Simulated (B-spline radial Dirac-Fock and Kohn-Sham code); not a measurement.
K edges in EELS at 200 kV and 100 mrad, B to As

Model: the first Born approximation with generalised oscillator strengths from a Dirac-Hartree-Slater potential (longitudinal and transverse terms; continuum final states only, so no white lines or fine structure). Program: an atomic code on a B-spline grid. Partial cross sections in barn for windows above the edge. Edges are tabulated values, any marked * orbital energies of the model.

```
 Z  element  edge (eV)  Δ = 50 eV  Δ = 100 eV  Δ = 200 eV
 5        B      188.0       8790       13600       18200
 6        C      284.2       4100        6780        9860
 9        F      696.7        709        1310        2210
15        P     2145.5       59.3         116         220
17       Cl     2822.0       31.0        61.7         119
18       Ar     3205.9       23.0        46.0        89.0
20       Ca     4038.5       13.6        26.9        52.0
21       Sc     4492.0       10.5        20.8        40.4
22       Ti     4966.0       8.24        16.3        31.7
23        V     5465.0       6.50        12.9        25.1
26       Fe     7112.0       3.33        6.61        12.9
27       Co     7709.0       2.70        5.36        10.5
33       As    11867.0      0.827        1.66        3.28
```

Values without a named source are computed, but for edge energies of neutral atoms, which are taken from tables.
